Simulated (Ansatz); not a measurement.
Reaction (substitution at a C–C bond): `CCC(C)C(C)=O` + `NBBr` → `CNBBr` + `CCCC(C)=O`

Calculated with Ansatz (gas phase, PBE0-D4/def2-TZVP geometries, no zero-point term in ΔE). CBS: MP2 limit from def2 TZ/QZ plus the TZ coupled-cluster correction, frozen cores. Functionals use def2-TZVPP. B3LYP here is the variant with VWN-RPA as its local correlation; programs differ in this. For Br outer-core shells are correlated without core-valence functions, which leaves a few kJ/mol of doubt a bond. Scalar relativity is left out up to krypton. One conformer a species, not always the lowest.

`CCC(C)C(C)=O`:

```xyz
19

C     0.422   -0.149    2.248
C    -0.109    0.835    1.221
C     0.170    0.417   -0.216
C    -0.240    1.507   -1.207
C    -0.582   -0.850   -0.591
C     0.106   -1.782   -1.550
O    -1.684   -1.084   -0.158
H    -0.053   -1.127    2.141
H     1.503   -0.284    2.147
H     0.227    0.199    3.265
H    -1.190    0.949    1.341
H     0.336    1.822    1.385
H     1.243    0.224   -0.338
H    -1.306    1.724   -1.109
H     0.316    2.426   -1.010
H    -0.048    1.216   -2.243
H    -0.591   -2.530   -1.922
H     0.555   -1.232   -2.381
H     0.925   -2.281   -1.023
```

`NBBr`:

Z-matrix (Å, degrees):
```
N
B 1 1.380
H 1 1.006 2 123.3
H 1 1.006 2 122.1 3 -180.0
Br 2 1.931 1 119.6 3 -0.0
H 2 1.190 1 122.0 3 180.0
```

`CNBBr`:

Z-matrix (Å, degrees):
```
C
N 1 1.446
H 1 1.094 2 111.3
H 1 1.094 2 111.3 3 -121.0
H 1 1.090 2 109.2 3 119.5
B 2 1.378 1 125.8 3 -119.6
H 2 1.009 1 114.9 3 60.4
Br 6 1.934 2 119.5 1 -180.0
H 6 1.191 2 122.0 1 -0.0
```

`CCCC(C)=O`:

Z-matrix (Å, degrees):
```
C
C 1 1.519
H 1 1.094 2 111.7
H 1 1.093 2 110.9 3 119.4
H 1 1.092 2 111.3 3 -120.4
C 2 1.528 1 112.8 3 -60.7
H 2 1.094 1 109.7 3 178.5
H 2 1.095 1 110.1 3 62.4
C 6 1.511 2 113.9 1 61.7
H 6 1.097 2 109.3 1 -178.1
H 6 1.092 2 110.8 1 -59.4
C 9 1.507 6 117.1 2 56.1
O 9 1.207 6 121.6 2 -123.9
H 12 1.088 9 109.7 6 167.7
H 12 1.094 9 109.6 6 -72.9
H 12 1.093 9 111.3 6 45.2
```

```csv
level,ΔE (kcal/mol),difference from CCSD(T)/CBS
PBE-D4,7.9,-1.1
r2SCAN-D4,8.8,-0.2
PBE0-D4,8.2,-0.8
B3LYP-D4,7.8,-1.2
ωB97X-V,8.4,-0.6
B2PLYP,7.8,-1.2
PBE,7.1,-1.9
PBE0,7.6,-1.4
HF/def2-TZVPP,6.9,-2.1
CCSD/def2-TZVPP,8.6,-0.4
CCSD(T)/def2-TZVPP,8.9,-0.1
HF/def2-QZVPP,6.8,-2.2
MP2/def2-QZVPP,9.8,0.8
HF/CBS(def2),6.8,-2.2
MP2/CBS(def2),9.9,0.9
CCSD/CBS(def2),8.7,-0.3
CCSD(T)/CBS,9.0,0
```

Largest T1 diagnostic among the species: 0.012.

The D4 term adds +1.1 kcal/mol with B3LYP and +0.6 kcal/mol with PBE0; it sums over pairs of atoms, weighted by their polarisabilities, and B3LYP, whose exchange is more repulsive, gets the larger term. In def2-TZVPP, CCSD(T) changes the Hartree–Fock value by +2.1 kcal/mol (the triples alone add +0.3 kcal/mol) and MP2 by +3.0 kcal/mol.

CCSD(T)/CBS has its own doubt, a few kJ/mol and more with outer-core shells, so smaller differences from it don't rank the levels.
